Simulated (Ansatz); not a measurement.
(AlE)4 cubane: binding per atom (eV) at several levels, gas phase, relaxed structures; Ansatz. Core potentials for Te in the def2 sets, no spin–orbit coupling. Binding counts from free atoms in the multiplicity of their measured ground term, without zero-point energy. The structures are stationary points that may keep the symmetry of their start.

```json
{"species": "(ClAlO)4 cubane (Al4Cl4O4)", "state": "singlet", "geometry": "PBE-D4/def2-SVP", "PBE-D4/def2-SVP": "4.86", "PBE-D4/def2-TZVP": "4.80", "r2SCAN-D4/def2-TZVP": "4.83", "PBE0-D4/def2-SVP": "4.74", "PBE0-D4/def2-TZVP": "4.70"}
{"species": "(HAlTe)4 cubane (Al4Te4H4)", "state": "singlet", "geometry": "PBE-D4/def2-SVP", "PBE-D4/def2-SVP": "3.00", "PBE-D4/def2-TZVP": "2.98", "r2SCAN-D4/def2-TZVP": "2.98", "PBE0-D4/def2-SVP": "2.98", "PBE0-D4/def2-TZVP": "2.98"}
{"species": "(FAlNH)4 cubane (Al4N4F4H4)", "state": "singlet", "geometry": "PBE-D4/def2-SVP", "PBE-D4/def2-SVP": "4.63", "PBE-D4/def2-TZVP": "4.59", "r2SCAN-D4/def2-TZVP": "4.53", "PBE0-D4/def2-SVP": "4.50", "PBE0-D4/def2-TZVP": "4.47"}
```

Question: Estimate the rows for (ClAlNH)4 cubane (Al4N4Cl4H4) (singlet, PBE-D4/def2-SVP geometry).

Answer: 
```
                      species    state         geometry  PBE-D4/def2-SVP  PBE-D4/def2-TZVP  r2SCAN-D4/def2-TZVP  PBE0-D4/def2-SVP  PBE0-D4/def2-TZVP
(ClAlNH)4 cubane (Al4N4Cl4H4)  singlet  PBE-D4/def2-SVP             4.21              4.17                 4.14              4.14               4.11
```
